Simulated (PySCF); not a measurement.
# A thermochemical cycle for LiSe

PBE in PySCF with def2-SVPD on every atom, for the lowest determinant that a PBE0 search found; no spin–orbit coupling. LiSe, a doublet (π ↑), has De = 3.02 eV to neutral atoms, and LiSe⁺, a triplet (π ↑↑), has De = 0.93 eV to Li⁺ + Se.

At the same level the Li atom ionises at 5.49 eV.

Question: What is the adiabatic ionisation energy of the molecule, and does ionisation strengthen or weaken the bond?

Answer: IE = IE(Li) + De(neutral) − De(ion) = 5.49 + 3.02 − 0.93 = 7.58 eV. De changes by -2.09 eV, so ionisation weakens the bond.

Spin–orbit coupling is left out. For an ion De counts to the pair picked by the measured ionisation energies or electron affinities, which need not be the lowest pair at this level. States were picked by a PBE0 search and need not be the measured ground states.
